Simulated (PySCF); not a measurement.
Ge(F)2(Me)2 (C2H6F2Ge), SMILES [CH3][Ge]([CH3])([F])[F]. Atoms are numbered in the order given.

```xyz
11

C      1.6787     0.0000     0.9814
Ge     0.0000     0.0000     0.0133
C     -1.6787     0.0000     0.9814
F      0.0000    -1.3727    -1.0663
F      0.0000     1.3727    -1.0663
H      1.7484     0.8961     1.6154
H      2.5127     0.0000     0.2651
H      1.7484    -0.8961     1.6154
H     -2.5127     0.0000     0.2651
H     -1.7484     0.8961     1.6154
H     -1.7484    -0.8961     1.6154
```

Geometry: B3LYP-D3(BJ)/def2-SVP.

All values below come from HF/def2-TZVP (PySCF).

Isolated molecule, no solvent.

* **total energy**: -2353.70433 hartree
* **point group**: C2v
* **highest occupied level**: -12.21 eV
* **lowest empty level**: 3.16 eV
* **orbital gap**: 15.37 eV
* **dipole moment**: 3.70 D
* **quadrupole, principal values (traceless, Buckingham form, about the centre of nuclear charge)**: -5.41, -1.17, 6.58 D·Å
* **mean static polarisability**: 46.8 bohr³ (6.94 Å³)
* **polarisability, principal values**: 42.5, 44.5, 53.6 bohr³
